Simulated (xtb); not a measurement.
F$_{4}$Si (SMILES F[Si](F)(F)F), singlet, at a GFN2-xTB geometry. Base run: GFN2-xTB run with xtb 6.7.1.

xtb was given this input:
```
$ xtb mol.xyz --gfn 2 --json

# file mol.xyz
5

Si     0.00000000    -0.00000000     0.00000000
F      0.88552320     0.90402113     0.92229500
F     -0.91389002    -0.91243756     0.88560507
F     -0.89400971     0.90408216    -0.91401078
F      0.92237653    -0.89566573    -0.89388928
```

The base run was repeated with changes; each row names its change, and settings that it needs were set with it.

```csv
change,ΔE vs base (mEh),HOMO-LUMO gap (eV),SCF cycles
base,0.000,11.23,11
alpb = dmso,3.478,11.21,11
etemp = 10000,-0.915,11.24,11
acc = 30,0.000,11.23,10
```

ALPB and GBSA are two models with their own fitted parameters for each solvent, which aren't always the measured dielectric constant.
